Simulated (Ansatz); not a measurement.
Basis-set series for H$_{3}$NO$_{2}$SW, SMILES `[NH2][W](=[O])([OH])=[S]`. Total charge 0; spin multiplicity 1. W: def2 effective core potential. The structure was optimised at the PBE0-D4/def2-TZVP level. It is one conformer, not always the lowest.

```csv
functional,basis,functions,energy (Eh),HOMO (eV),LUMO (eV)
PBE0-D4,def2-SVP,107,-671.81409,-7.33,-2.01
PBE0-D4,def2-QZVPP,412,-672.25594,-7.41,-2.10
ωB97M-V,def2-SVP,107,-671.98964,-9.42,0.09
ωB97M-V,def2-QZVPP,412,-672.43704,-9.54,-0.07
```

**Question.** Give the rows for def2-TZVPP. (Best estimate.)

**Answer.** Computed: 
```json
{"functional": "PBE0-D4", "basis": "def2-TZVPP", "functions": "233", "energy (Eh)": "-672.23137", "HOMO (eV)": "-7.38", "LUMO (eV)": "-2.05"}
{"functional": "ωB97M-V", "basis": "def2-TZVPP", "functions": "233", "energy (Eh)": "-672.41377", "HOMO (eV)": "-9.50", "LUMO (eV)": "0.01"}
```

Positive LUMOs are unbound and depend on the basis.
